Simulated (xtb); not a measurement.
C2H2Cl, doublet, geometry from GFN2-xTB, atoms displaced at random by about 0.02 Å a coordinate; GFN2-xTB in xtb 6.7.1.

xtb was given this input:
```
$ xtb mol.xyz --gfn 2 --uhf 1 --opt loose --json

# file mol.xyz
5

C      0.12556147     0.71204998    -0.02537364
C      1.33545257     1.06864363    -0.00837935
Cl    -0.73067461    -0.74883883     0.02913519
H      2.16091737     0.37359537    -0.04819830
H      1.58412216     2.10117527     0.02777179
```

The log (banner, timings and long lists left out):

```
   ID    Z sym.   atoms
    1    6 C      1, 2
    2   17 Cl     3
    3    1 H      4, 5

           -------------------------------------------------
          |                Calculation Setup                |
           -------------------------------------------------

           -------------------------------------------------
          |                 G F N 2 - x T B                 |
           -------------------------------------------------

          ...................................................
          :                      SETUP                      :
          :.................................................:
          :  # basis functions                  20          :
          :  # atomic orbitals                  19          :
          :  # shells                            9          :
          :  # electrons                        17          :
          :  max. iterations                   250          :
          :  Hamiltonian                  GFN2-xTB          :
          :  restarted?                      false          :
          :  GBSA solvation                  false          :
          :  PC potential                    false          :
          :  electronic temp.          300.0000000     K    :
          :  accuracy                    1.0000000          :
          :  -> integral cutoff          0.2500000E+02      :
          :  -> integral neglect         0.1000000E-07      :
          :  -> SCF convergence          0.1000000E-05 Eh   :
          :  -> wf. convergence          0.1000000E-03 e    :
          :  Broyden damping             0.4000000          :
          :  net charge                          0          :
          :  unpaired electrons                  1          :
          ...................................................

 iter      E             dE          RMSdq      gap      omega  full diag
   1     -9.8347923 -0.983479E+01  0.510E+00    3.58       0.0  T
   2     -9.8413009 -0.650856E-02  0.328E+00    3.71       1.0  T
   3     -9.8345354  0.676547E-02  0.187E+00    3.45       1.0  T
   4     -9.8456945 -0.111591E-01  0.356E-01    3.64       1.0  T
   5     -9.8459013 -0.206840E-03  0.147E-01    3.61       1.0  T
   6     -9.8459233 -0.219805E-04  0.996E-02    3.61       1.0  T
   7     -9.8459421 -0.187467E-04  0.527E-02    3.61       1.0  T
   8     -9.8459434 -0.131392E-05  0.400E-02    3.61       1.1  T
   9     -9.8459500 -0.666240E-05  0.545E-03    3.61       8.2  T
  10     -9.8459502 -0.114035E-06  0.162E-03    3.61      27.7  T
  11     -9.8459502 -0.308450E-08  0.721E-04    3.61      62.0  T
  12     -9.8459502  0.153397E-08  0.756E-04    3.61      59.1  T

   *** convergence criteria satisfied after 12 iterations ***

         :::::::::::::::::::::::::::::::::::::::::::::::::::::
         ::                     SUMMARY                     ::
         :::::::::::::::::::::::::::::::::::::::::::::::::::::
         :: total energy              -9.723641714426 Eh    ::
         :: gradient norm              0.080625031125 Eh/a0 ::
         :: HOMO-LUMO gap              3.609459944100 eV    ::
         ::.................................................::
         :: SCC energy                -9.845950157312 Eh    ::
         :: -> isotropic ES            0.001921427754 Eh    ::
         :: -> anisotropic ES         -0.000451984049 Eh    ::
         :: -> anisotropic XC          0.003366893712 Eh    ::
         :: -> dispersion             -0.001976516317 Eh    ::
         :: repulsion energy           0.122308442886 Eh    ::
         :: add. restraining           0.000000000000 Eh    ::
         :: total charge               0.000000000000 e     ::
         :::::::::::::::::::::::::::::::::::::::::::::::::::::

      -----------------------------------------------------------
     |                   =====================                   |
     |                        A N C O P T                        |
     |                   =====================                   |
     |               Approximate Normal Coordinate               |
     |                Rational Function Optimizer                |
      -----------------------------------------------------------
      -----------------------------------------------------------
     |                   =====================                   |
     |                        A N C O P T                        |
     |                   =====================                   |
     |               Approximate Normal Coordinate               |
     |                Rational Function Optimizer                |
      -----------------------------------------------------------

          ...................................................
          :                      SETUP                      :
          :.................................................:
          :   optimization level             loose          :
          :   max. optcycles                   200          :
          :   ANC micro-cycles                  20          :
          :   degrees of freedom                 9          :
          :.................................................:
          :   RF solver                   davidson          :
          :   write xtbopt.log                true          :
          :   linear?                        false          :
          :   energy convergence         0.5000000E-04 Eh   :
          :   grad. convergence          0.4000000E-02 Eh/α :
          :   maxmium RF displ.          1.0000000          :
          :   Hlow (freq-cutoff)         0.1000000E-01      :
          :   Hmax (freq-cutoff)         5.0000000          :
          :   S6 in model hess.         20.0000000          :
          ...................................................

generating ANC from exact Hessian ...
Using Lindh-Hessian (1995)
 Shifting diagonal of input Hessian by    0.0000000000000000
 Lowest  eigenvalues of input Hessian
[...]
 * total energy  :    -9.7236417 Eh     change       -0.2410156E-08 Eh
 * total energy  :    -9.7262261 Eh     change       -0.2584394E-02 Eh
 * total energy  :    -9.7264455 Eh     change       -0.2194259E-03 Eh
 * total energy  :    -9.7265670 Eh     change       -0.1214818E-03 Eh
 * total energy  :    -9.7265861 Eh     change       -0.1911367E-04 Eh
   *** GEOMETRY OPTIMIZATION CONVERGED AFTER 5 ITERATIONS ***
[...]
          :  electronic temp.          300.0000000     K    :
          :  accuracy                    1.0000000          :
          :  -> integral cutoff          0.2500000E+02      :
          :  -> integral neglect         0.1000000E-07      :
          :  -> SCF convergence          0.1000000E-05 Eh   :
          :  -> wf. convergence          0.1000000E-03 e    :
          :  Broyden damping             0.4000000          :
          :  net charge                          0          :
          :  unpaired electrons                  1          :
          ...................................................

 iter      E             dE          RMSdq      gap      omega  full diag
   1     -9.8317799 -0.983178E+01  0.828E-05    3.39       0.0  T
   2     -9.8317799 -0.435563E-11  0.695E-05    3.39     643.3  T
   3     -9.8317799 -0.205880E-11  0.567E-05    3.39     789.0  T

   *** convergence criteria satisfied after 3 iterations ***

         :::::::::::::::::::::::::::::::::::::::::::::::::::::
         ::                     SUMMARY                     ::
         :::::::::::::::::::::::::::::::::::::::::::::::::::::
         :: total energy              -9.726586131849 Eh    ::
         :: gradient norm              0.001432072921 Eh/a0 ::
         :: HOMO-LUMO gap              3.388717044062 eV    ::
         ::.................................................::
         :: SCC energy                -9.831779930129 Eh    ::
         :: -> isotropic ES            0.001466451257 Eh    ::
         :: -> anisotropic ES          0.000257641716 Eh    ::
         :: -> anisotropic XC          0.003884779549 Eh    ::
         :: -> dispersion             -0.001988121549 Eh    ::
         :: repulsion energy           0.105193798280 Eh    ::
         :: add. restraining           0.000000000000 Eh    ::
         :: total charge              -0.000000000000 e     ::
         :::::::::::::::::::::::::::::::::::::::::::::::::::::

           -------------------------------------------------
          |                Property Printout                |
           -------------------------------------------------

    * Orbital Energies and Occupations

         #    Occupation            Energy/Eh            Energy/eV
      -------------------------------------------------------------
         1        2.0000           -1.0679528             -29.0605
         2        2.0000           -0.6277807             -17.0828
         3        2.0000           -0.5591332             -15.2148
         4        2.0000           -0.5124677             -13.9450
         5        2.0000           -0.4961061             -13.4997
         6        2.0000           -0.4797972             -13.0559
         7        2.0000           -0.4524845             -12.3127
         8        2.0000           -0.4052161             -11.0265
         9        1.0000           -0.3343872              -9.0991 (HOMO)
        10                         -0.2098542              -5.7104 (LUMO)
        11                         -0.1180616              -3.2126
        12                          0.0024498               0.0667
        13                          0.0024593               0.0669
        14                          0.0090961               0.2475
        15                          0.0213104               0.5799
        16                          0.1405402               3.8243
        17                          0.2042626               5.5583
        18                          0.3481600               9.4739
        19                          0.6936684              18.8757
      -------------------------------------------------------------
                  HL-Gap            0.1245331 Eh            3.3887 eV
             Fermi-level           -0.3209612 Eh           -8.7338 eV

     #   Z          covCN         q      C6AA      α(0)
     1   6 C        1.874     0.012    30.817     8.966
     2   6 C        2.854    -0.102    30.567     9.062
     3  17 Cl       0.915    -0.058   100.945    15.371
     4   1 H        0.925     0.073     2.052     2.240
     5   1 H        0.926     0.075     2.035     2.231

 Mol. C6AA /au·bohr⁶  :        575.015231
 Mol. C8AA /au·bohr⁸  :      18060.812584
 Mol. α(0) /au        :         37.869428

Wiberg/Mayer (AO) data.
largest (>0.10) Wiberg bond orders for each atom

 ---------------------------------------------------------------------------
     #   Z sym  total        # sym  WBO       # sym  WBO       # sym  WBO
 ---------------------------------------------------------------------------
     1   6 C    3.325 --     2 C    2.017     3 Cl   1.227
     2   6 C    3.978 --     1 C    2.017     5 H    0.948     4 H    0.903
                             3 Cl   0.111
     3  17 Cl   1.384 --     1 C    1.227     2 C    0.111
     4   1 H    0.988 --     2 C    0.903
     5   1 H    0.994 --     2 C    0.948
 ---------------------------------------------------------------------------

Topologies differ in total number of bonds
Writing topology from bond orders to xtbtopo.mol

molecular dipole:
                 x           y           z       tot (Debye)
 q only:        0.351       0.242      -0.004
   full:        0.380      -0.059      -0.010       0.979
molecular quadrupole (traceless):
                xx          xy          yy          xz          yz          zz
 q only:        0.798       0.726       0.141      -0.025       0.005      -0.939
  q+dip:        2.164       1.277      -0.001      -0.078       0.009      -2.163
   full:        1.341       1.161       0.217      -0.046       0.005      -1.559

optimized geometry written to: xtbopt.xyz

           -------------------------------------------------
          | TOTAL ENERGY               -9.726586131849 Eh   |
          | GRADIENT NORM               0.001432072921 Eh/α |
          | HOMO-LUMO GAP               3.388717044062 eV   |
           -------------------------------------------------

normal termination of xtb
```
